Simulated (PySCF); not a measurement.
This PySCF input asks for the NMR shieldings of `[C](=C(\C#C)OC)(/C)[AlH2]`, C6H9AlO; the geometry comes from GFN2-xTB.

```python
import basis_set_exchange as bse
import numpy as np
from pyscf import gto, dft
from pyscf.prop import nmr

atoms = """
C    -0.821717    2.557462    0.151542
C    -0.384110    1.438729    0.070863
C     0.218495    0.156314   -0.037350
O     1.563450    0.052718   -0.265831
C     2.295807    1.245999   -0.385194
C    -0.569004   -0.938072    0.089586
C     0.030518   -2.317674   -0.019239
Al   -2.509034   -0.775132    0.424054
H    -1.251831    3.511802    0.230040
H     3.328361    0.948647   -0.563237
H     1.939697    1.853143   -1.224023
H     2.239360    1.844393    0.530106
H    -0.755812   -3.066737    0.112638
H     0.498608   -2.463633   -0.992841
H     0.795249   -2.470103    0.742344
H    -3.320421    0.535990    0.573987
H    -3.304612   -2.101816    0.552645
"""
names = dict.fromkeys(["C", "O", "Al", "H"], "pcSseg-1")
basis = {el: gto.basis.parse(bse.get_basis(n, elements=[el], fmt="nwchem")) for el, n in names.items()}
mol = gto.M(atom=atoms, basis=basis, charge=0, verbose=0)
mf = dft.RKS(mol, xc="PBE0")
mf.grids.level = 2
mf.grids.alignment = dft.numint.BLKSIZE   # the property module wants whole blocks of grid points
mf.conv_tol = 1e-9
mf.kernel()

calc = nmr.RKS(mf)   # GIAO
C = mf.mo_coeff
Co = C[:, mf.mo_occ > 0]
resp = mf.gen_response(singlet=True, hermi=2)
def vind(x):   # induced exchange potential for any number of trial vectors
    d = np.einsum("pi,xij,qj->xpq", C, 2 * x.reshape(-1, C.shape[1], Co.shape[1]), Co, optimize=True)
    return np.einsum("xpq,pi,qj->xij", resp(d - d.transpose(0, 2, 1)), C, Co, optimize=True).ravel()
mo1, _ = nmr.rhf.solve_mo1(calc, with_cphf=vind)
sigma = calc.kernel(mo1)
for i, s in enumerate(sigma):   # ppm
    print("%2d %-2s %9.2f" % (i, mol.atom_pure_symbol(i), np.trace(s) / 3))
```

**Question.** What does it print?

**Answer.** 
```
 0 C      98.31
 1 C     103.52
 2 C      28.80
 3 O     214.18
 4 C     129.26
 5 C      46.84
 6 C     169.11
 7 Al    291.01
 8 H      29.04
 9 H      27.75
10 H      27.69
11 H      27.69
12 H      29.42
13 H      29.65
14 H      29.65
15 H      26.04
16 H      26.30
```

These numbers come from an equivalent density-fitted implementation of the same equations, which agrees with the script to about 0.01 ppm for H and up to a few tenths of a ppm for heavy atoms, so last digits may differ.

Size and cost of the density-fitted run: 188 basis functions, 46 s wall time on 1 thread of an Intel Xeon Platinum 8488C, shared host; peak memory 0.89 GiB.
